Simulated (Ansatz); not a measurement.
Pd4⁻, relaxed as a doublet with UKS PBE-D4/def2-SVPD in Ansatz, starting from the GFN1-xTB geometry. Force threshold 0.02 eV/Å.

In the def2 sets Pd takes a core potential; there is no spin–orbit coupling. The charge -1 doublet is spin-contaminated (final ⟨S²⟩ up to 0.84, 0.75 for a pure state). The highest occupied level of the charge -1 doublet lies above zero (up to 0.94 eV). By energy differences its removal costs 1.27 eV (vertical, to the charge 0 triplet, at PBE0-D4/def2-TZVPD). The gap within one spin of the charge -1 doublet nearly closes, so an electron or hole may be smeared out by delocalisation error. The relaxation made no stability test and no search for a lower SCF solution. The structure comes from a short search, and lower isomers may exist.

Start:

```
atom    x (Å)    y (Å)    z (Å)
 Pd1  -0.0954  -1.1882   1.0437
 Pd2  -1.3218   0.8677   0.0663
 Pd3   0.1681  -0.5885  -1.4638
 Pd4   1.2491   0.9090   0.3538
```

```tsv
step	energy (eV)	largest force component (eV/Å)	SCF passes
1	-13924.4245	0.882	95
2	-13924.4922	0.290	50
3	-13924.5028	0.029	38
4	-13924.5033	0.008	34
5	-13924.5033	0.001	41
```

Force components are those of the run's own axes.

End:

```xyz
4

Pd   -0.103   -1.188    1.104
Pd   -1.382    0.853    0.058
Pd    0.176   -0.560   -1.516
Pd    1.309    0.895    0.354
```

By distances, no bond broke or formed. The bond that changes most is Pd2–Pd4, from 2.59 to 2.71 Å (atoms count from 1).

The force fell under the threshold at step 4, but the optimiser went on. No frequencies were taken in this run, so the end may be a saddle point.

Run time 20 s (4 threads of Arm Neoverse V2 on a shared host).
